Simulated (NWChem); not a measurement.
Species: BeNH$_{2}$Cl; SMILES [Cl][Be][NH2]

```xyz
5

Be     0.0007    -0.5436     0.0000
Cl     0.0000     1.2752     0.0000
N      0.0005    -2.0362     0.0000
H     -0.0035    -2.6251    -0.8260
H     -0.0035    -2.6251     0.8260
```
Atoms are numbered in this order, from 1.

Program: NWChem. Structure relaxed at the PBE0/def2-SVP level. Ions are spin-unrestricted doublets at the neutral geometry; other ion states weren't tried.

For level B3LYP/def2-TZVP:

| Quantity | Value |
|---|---|
| vertical ionisation energy, ΔSCF (eV) | 10.03 |
| −ε(HOMO) (eV) | 7.28 |

How do the values read with level PBE/def2-TZVP instead?

vertical ionisation energy, ΔSCF (eV): 9.81
−ε(HOMO) (eV): 6.12
